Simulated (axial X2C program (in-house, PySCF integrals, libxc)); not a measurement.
**Outer orbitals of NaGe at 2.742 Å, PBE0**

Calculated with an in-house all-electron X2C program for linear molecules (integrals from PySCF). Spin-free means the one-electron spin-free X2C Hamiltonian; two-component (2c) means X2C with spin–orbit coupling and atomic mean-field two-electron Coulomb and Gaunt terms, so the difference of the two also holds small scalar two-electron terms. Basis: Ge dyall-cv3z [9s9p7d4f1g], Na dyall-cv3z [9s8p5d2f] (cores contracted in-house); Gaussian nuclei, density fitting, unrestricted open shells. Masses: Ge 73.921 u, Na 22.990 u.

The distance is close to the 2c PBE0 minimum; the highest filled and lowest empty levels are listed.

Spin-free orbitals, state M_S = 3/2, Λ = 0 (beyond evenly filled blocks: σα, π+α, π-α) (Löwdin shares):

| symmetry | occupied | ε (eV) | atomic character |
| --- | --- | --- | --- |
| σα | yes | -32.94 | 100% Na p |
| π-α | yes | -32.94 | 100% Na p |
| π+α | yes | -32.94 | 100% Na p |
| π-β | yes | -32.88 | 100% Na p |
| π+β | yes | -32.88 | 100% Na p |
| σβ | yes | -32.87 | 100% Na p |
| σα | yes | -31.00 | 100% Ge d |
| π+α | yes | -30.98 | 100% Ge d |
| π-α | yes | -30.98 | 100% Ge d |
| δ+α | yes | -30.94 | 100% Ge d |
| δ-α | yes | -30.94 | 100% Ge d |
| σβ | yes | -30.85 | 100% Ge d |
| π+β | yes | -30.82 | 100% Ge d |
| π-β | yes | -30.82 | 100% Ge d |
| δ-β | yes | -30.76 | 100% Ge d |
| δ+β | yes | -30.76 | 100% Ge d |
| σα | yes | -12.43 | 80% Ge s, 9% Na p, 6% Na s |
| σβ | yes | -9.96 | 80% Ge s, 9% Na p, 6% Na s |
| σα | yes | -4.89 | 70% Ge p, 25% Na s, 3% Na p |
| π+α | yes | -4.22 | 85% Ge p, 9% Na p, 6% Na d |
| π-α | yes | -4.22 | 85% Ge p, 9% Na p, 6% Na d |
| σβ | no | -1.95 | 54% Na s, 40% Ge p, 4% Na p |
| σα | no | -1.75 | 56% Na s, 29% Na p, 12% Ge p |
| π-β | no | -0.77 | 69% Ge p, 27% Na p, 4% Na d |
| π+β | no | -0.77 | 69% Ge p, 27% Na p, 4% Na d |

Spinors with spin–orbit coupling (state Ω = 3/2):

```csv
ω,occupied,ε (eV),atomic character,λ mixture
-1/2,yes,-33.01,100% Na p,"82% π, 18% σ"
1/2,yes,-33.00,100% Na p,"53% σ, 47% π"
3/2,yes,-32.87,100% Na p,100% π
1/2,yes,-32.85,100% Na p,"53% π, 47% σ"
-1/2,yes,-32.82,100% Na p,"82% σ, 18% π"
-3/2,yes,-32.81,100% Na p,100% π
-1/2,yes,-31.27,100% Ge d,"71% π, 29% σ"
-3/2,yes,-31.26,100% Ge d,"86% δ, 14% π"
1/2,yes,-31.24,100% Ge d,"56% σ, 44% π"
3/2,yes,-31.16,100% Ge d,"62% δ, 38% π"
5/2,yes,-30.73,100% Ge d,100% δ
3/2,yes,-30.71,100% Ge d,"62% π, 38% δ"
1/2,yes,-30.71,100% Ge d,"56% π, 44% σ"
-1/2,yes,-30.68,100% Ge d,"71% σ, 29% π"
-3/2,yes,-30.63,100% Ge d,"86% π, 14% δ"
-5/2,yes,-30.56,100% Ge d,100% δ
1/2,yes,-12.42,"80% Ge s, 9% Na p, 6% Na s",100% σ
-1/2,yes,-9.97,"80% Ge s, 9% Na p, 6% Na s",100% σ
1/2,yes,-4.89,"70% Ge p, 25% Na s, 3% Na p",100% σ
-1/2,yes,-4.28,"86% Ge p, 9% Na p, 6% Na d","100% π, 0% σ"
3/2,yes,-4.16,"85% Ge p, 10% Na p, 6% Na d",100% π
-1/2,no,-1.96,"54% Na s, 39% Ge p, 4% Na p",100% σ
1/2,no,-1.74,"56% Na s, 29% Na p, 13% Ge p",100% σ
1/2,no,-0.81,"70% Ge p, 26% Na p, 4% Na d",100% π
-3/2,no,-0.75,"68% Ge p, 28% Na p, 4% Na d",100% π
```

Task: How does the gap between the highest filled and lowest empty level change from the spin-free to the 2c table?

Result: From 2.27 to 2.20 eV at PBE0, a change of -0.07 eV.

Mulliken charges and populations of the two-component result (they depend on the basis, above all on diffuse functions):

Ge -0.51 e (s 7.96 p 14.54 d 10.01), Na 0.51 e (s 4.29 p 6.15 d 0.05). ⟨Lz⟩ = 0.01 ħ and ⟨Sz⟩ = 1.49 ħ (1.27 and 0.23 on the two atoms), which add up to Ω.

The state is a single determinant with fixed occupations, the lowest that a limited PBE0 search found. Density functionals use the spin component along the axis (collinear). Other states lie close and PBE0, whose exact exchange favours high spin, may order them wrongly; the determinant shown need not be the ground state. The nearest other spin-free determinant of the search, M_S = 1/2, Λ = 0, lies 0.49 eV up at the distance of the search. With several unpaired electrons one determinant need not be a pure state. This is the top spin component of a Σ state; components of lower Ω are not single determinants and can lie lower.
